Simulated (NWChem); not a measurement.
Species: C3H3NS; SMILES c1cscn1

```xyz
8

C     -0.6817    -1.2427     0.0000
C     -1.2136     0.0187     0.0000
S      0.0532     1.1762     0.0000
C      1.1977    -0.1217     0.0000
N      0.6808    -1.3107     0.0000
H     -1.2701    -2.1622     0.0000
H     -2.2609     0.3163     0.0000
H      2.2708     0.0844     0.0000
```
Atoms are numbered in this order, from 1.

The geometry was optimised at PBE0/def2-SVP.

Give the principal values of the shielding tensors (ppm) of C1, C2, S3, C4, N5 from B3LYP/6-31G* (spherical d), GIAO (NWChem), with their diamagnetic and paramagnetic parts as GIAO splits them.


| atom | σ11 | σ22 | σ33 | isotropic | diamagnetic | paramagnetic |
|---|---|---|---|---|---|---|
| C1 | -12.1 | 58.3 | 124.4 | 56.8 | 254.3 | -197.4 |
| C2 | -4.4 | 76.3 | 150.6 | 74.2 | 260.2 | -186.0 |
| S3 | 70.6 | 345.6 | 424.3 | 280.2 | 1056.9 | -776.7 |
| C4 | -29.8 | 49.8 | 117.7 | 45.9 | 258.9 | -213.0 |
| N5 | -339.8 | -81.5 | 245.1 | -58.8 | 324.5 | -383.2 |
